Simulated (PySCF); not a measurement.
C3H11OSSi (charge +1).
Atom-mapped SMILES: `[CH3:1][S+:2]([CH3:3])[CH2:4][O:5][SiH3:6]` (hydrogens: H7, H8, H9 on C1; H10, H11, H12 on C3; H13, H14 on C4; H15, H16, H17 on Si6)

Theory: PBE0-D3(BJ)/def2-SVP geometry optimisation, gas phase in PySCF.

**Question.** Give the optimised bond lengths and angles.

**Answer.** 
```csv
bond,length (Å),order
"C1–S2, S2–C3",1.794,single
S2–C4,1.891,single
C4–O5,1.341,single
O5–Si6,1.722,single
C1–H7 and 5 like bonds,1.099,single
"C4–H13, C4–H14",1.106,single
Si6–H15,1.489,single
"Si6–H16, Si6–H17",1.483,single
```

Bonds in one row agree within 0.01 Å and their mean is given. Orders are formal, as drawn. A selection of angles:
```csv
angle,degrees
S2–C1–H7,107.6
S2–C1–H9,110.8
H7–C1–H8,109.0
H7–C1–H9,110.8
C1–S2–C3,103.9
C1–S2–C4,102.2
C3–S2–C4,99.9
S2–C3–H11,106.0
S2–C4–O5,108.8
S2–C4–H13,103.5
S2–C4–H14,104.7
O5–C4–H13,116.0
O5–C4–H14,112.3
H13–C4–H14,110.4
C4–O5–Si6,127.2
O5–Si6–H15,105.7
O5–Si6–H17,107.3
H15–Si6–H16,114.1
H15–Si6–H17,111.1
```

Dihedral angles: C1–S2–C4–O5 -166° (antiperiplanar); S2–C4–O5–Si6 -96° (anticlinal). The mirror-image conformer, all signs reversed, is as good.

Of the pairs four or more bonds apart, O5···H11 is among the closest relative to their van der Waals radii: 2.62 Å, 96 % of the sum of Bondi's values. S2 (sulfonium sulfur) is pyramidal (angles 103.9°, 102.2° and 99.9°, sum 306.0°, 0.80 Å off the plane of its three neighbours). The C–S distances run from 1.794 Å (S2–C3, drawn single) to 1.891 Å (S2–C4, drawn single), a spread of 0.097 Å. Si6 (oxygen-bound silicon) is distorted tetrahedral (angles from 105.3° to 114.1°).

Point group: C1 (no symmetry element, even within 0.4 Å). No PBE0-D3(BJ)/def2-SVP frequencies stand behind this structure, so it isn't proved a minimum.

On one thread, Arm Neoverse V1, no GPU, shared host, this took 2.4 min. This is the geometry optimisation.
